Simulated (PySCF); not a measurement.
# Nuclear quadrupole coupling in `FB1SCCS1`

C2H4BFS2.
Geometry (PBE0-D3(BJ)/def2-SVP, Å), atoms numbered from 1 in this order:
```xyz
10
C2H4BFS2 angstrom
F      2.866    1.064   -0.517
B      1.640    0.614   -0.304
S      1.146   -1.062   -0.768
C     -0.444   -0.961    0.129
C     -0.977    0.457    0.071
S      0.363    1.638    0.465
H     -0.269   -1.273    1.170
H     -1.147   -1.670   -0.332
H     -1.793    0.607    0.793
H     -1.355    0.695   -0.935
```

Field gradients from the PBE0/pcSseg-1 density (PySCF, non-relativistic), principal values in atomic units, ordered |Vxx| ≤ |Vyy| ≤ |Vzz|:

```csv
atom,Vxx,Vyy,Vzz
B2,-0.1161,-0.1533,0.2694
S3,-0.2053,-1.8046,2.0100
S6,-0.2033,-1.8070,2.0103
```

**Question.** Find the asymmetry η = (Vxx − Vyy)/Vzz and the couplings χ = eQV/h (234.96 MHz × Q in barn × V in au), with Q(11B) = 0.04059 b, Q(33S) = −0.0678 b.

**Answer.** 
```
atom               environment  nucleus     η  χzz (MHz)  χxx (MHz)  χyy (MHz)
  B2    three-coordinate boron      11B  0.14      2.569     -1.107     -1.462
  S3  sulfur bonded to B and C      33S  0.80     -32.02       3.27      28.75
  S6  sulfur bonded to B and C      33S  0.80     -32.03       3.24      28.79
```

The tensor is traceless: Vxx + Vyy + Vzz = 0.

**Question.** What is Vzz at S6 in SI units (1 au = 9.71736 × 10²¹ V/m²)?

**Answer.** 2.0103 au = 19.535 × 10²¹ V/m².

**Question.** What couplings would deuterons (Q(2H) = 0.00286 b) have in place of the hydrogens, at this geometry?

**Answer.** 
```csv
atom,bonded to,bond length (Å),Vzz (au),η,χzz (kHz)
H7,C4,1.101,0.2823,0.03,190
H8,C4,1.100,0.2867,0.04,193
H9,C5,1.100,0.2867,0.04,193
H10,C5,1.101,0.2824,0.03,190
```

The structure is a single PBE0-D3(BJ)/def2-SVP conformer in the gas phase; no vibrational or solvent corrections. With a basis this small, the couplings can be 20 % off.
